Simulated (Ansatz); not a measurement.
Stepwise reaction of `[F][GeH2][SH]` with hydrogen chloride, as a gas-phase model of exchange steps in deposition or etching. ΔE in kJ/mol; ΔG adds harmonic PBE0-D4 terms to CCSD(T)/CBS, at 1 bar.

Gas-phase electronic energies from Ansatz, PBE0-D4/def2-TZVP geometries. CBS: MP2 limit from def2 TZ/QZ plus the TZ coupled-cluster correction, frozen cores. This one scheme is used for every species. DFT in def2-TZVPP. B3LYP here is the variant with VWN-RPA as its local correlation; programs differ in this. For Ge outer-core shells are correlated without core-valence functions, which leaves a few kJ/mol of doubt a bond. Scalar relativity is left out up to krypton. Each species was taken in one conformer, which may not be the lowest.

```tsv
step	reaction	PBE-D4	B3LYP-D4	ωB97M-V	CCSD(T)/CBS	ΔG(600 K)
1	`[F][GeH2][SH]` + HCl → `[F][GeH]([SH])[Cl]` + H₂	-58.9	-58.1	-57.5	-55.6	-49.4
2	`[F][GeH]([SH])[Cl]` + HCl → `[F][Ge]([SH])([Cl])[Cl]` + H₂	-51.1	-50.8	-49.3	-47.5	-39.5
```

(1) By hand: ΔE of the 2 steps together at CCSD(T)/CBS.

Results:

(1) (-55.6) + (-47.5) = -103.1 kJ/mol, or -51.5 kJ/mol a step.

In ΔE each step is higher than the one before. All are downhill at CCSD(T)/CBS. ΔG lies between -49.4 and -39.5 kJ/mol a step. PBE-D4 differs from CCSD(T)/CBS by -3.6 to -3.3 kJ/mol a step. Isolated molecules leave out the surface, adducts and barriers. Largest T1 diagnostic: 0.012.
